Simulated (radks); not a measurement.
Problem. Cu2+, 27 electrons, occupied as [Ne] 3s2 3d(up 4.5, down 4.5) 3p(up 3, down 3) (fractional occupations, a model configuration). Method: non-relativistic Kohn-Sham, PBE, spin-polarised, spherical densities, point nucleus; computed with a radial shooting solver on a logarithmic mesh with Libxc functionals. Some entries of the table are withheld. Estimate them.

| orbital | occ. | eigenvalue (eV) | <1/r> (bohr^-1) |
|---|---|---|---|
| 1s | 2 | -8772.179 | (1) |
| 2s | 2 | -1065.663 | 6.193 |
| 2p | 6 | -937.4045 | (2) |
| 3s | 2 | -136.5450 | (3) |
| 3p | 6 | -96.5982 | (4) |
| 3d | 9 | -29.8378 | 1.464 |

Solution. 
(1) 1s <1/r> (bohr^-1): 28.51
(2) 2p <1/r> (bohr^-1): 6.155
(3) 3s <1/r> (bohr^-1): 1.964
(4) 3p <1/r> (bohr^-1): 1.836
